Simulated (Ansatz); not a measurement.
# Energy profile

The step: SiH₂SF₂ ([F][SiH]([F])[SH]) + NH₃ → SiNH₃F₂ ([NH2][SiH]([F])[F]) + H₂S; bonds formed: S2–H6; dative contacts that become bonds: Si1–N7; bonds broken: Si1–S2, H6–N7 (atoms numbered as in the saddle structure below).

```xyz
10
angstrom
Si -0.7833 0.1181 -0.5978
S 0.5843 1.5966 1.3036
F -1.5345 -0.9412 -1.5453
F 0.0587 0.9267 -1.6658
H -1.8992 0.6906 0.1524
H 0.6901 -0.0790 1.0252
N 0.3138 -1.0124 0.3033
H 1.6552 1.8696 0.5414
H 1.0664 -1.3764 -0.2748
H -0.1514 -1.7926 0.7580
```

Electronic energies by CCSD(T) at an estimated basis limit (MP2 extrapolated from triple and quadruple zeta, plus CCSD(T) − MP2 in triple zeta), on PBE0-D4/def2-TZVP structures; SiNH5SF2, closed shell; no counterpoise correction. Computed with Ansatz 0.2.0 (basis: def2-TZVPP and def2-QZVPP); correlated methods freeze the cores. Extrapolation: Hartree–Fock as exp(−7.88 √X), correlation as X^−2.97.

(1) Give the profile in kJ/mol, counted from the separated reactants. (An estimate is asked for; the value comes from the calculation.)

The T1 diagnostic stays at or below 0.012.

Results:

(1) Computed:
```csv
point,kJ/mol
"separated: SiH2SF2 (linked as [F][SiH]([F])[SH]; Si1, S2, F3, F4, H5, H8; singlet) + NH3 (H6, N7, H9, H10; singlet)",0.0
start structure,-15.4
saddle,86.3
end structure,-23.5
"separated: SiNH3F2 (linked as [NH2][SiH]([F])[F]; Si1, F3, F4, H5, N7, H9, H10; singlet) + H2S (S2, H6, H8; singlet)",-14.3
```

For scale, one of the runs: CCSD(T)/def2-TZVPP, 247 basis functions, launched by `ansatz run in.yaml --threads 8 --pin off --events-out ev --progress --plain --max-ram 19148MiB`. Hardware: 8 CPU threads of an Intel Xeon 6975P-C, shared host. Wall time 30 s; peak host memory 5.7 GiB.
